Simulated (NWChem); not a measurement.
System: CCl$_{3}$F; SMILES FC(Cl)(Cl)Cl

```xyz
5

F      0.0000     0.0000     1.5819
C      0.0000     0.0000     0.2556
Cl     1.3161    -1.0354    -0.3084
Cl    -1.5547    -0.6221    -0.3084
Cl     0.2386     1.6575    -0.3084
```
Atoms are numbered in this order, from 1.

Results from NWChem. Geometry optimised at PBE0/def2-SVP; all other runs use it. 

```
quantity                                                      level  value
-----------------------------------------  ------------------------  -----
vertical, lowest excitation, singlet (eV)  CAM-B3LYP/def2-SVPD, TDA   6.50
−ε(HOMO) (eV)                                    CAM-B3LYP/def2-SVP  10.27
anisotropy (bohr³), static                      CAM-B3LYP/def2-SVPD   13.9
dipole in solution (D) in n-hexane               PBE0/def2-SVP, SMD   0.32
dipole (D)                                            PBE0/def2-SVP   0.30
highest harmonic frequency (cm⁻¹)                     PBE0/def2-SVP   1177
```
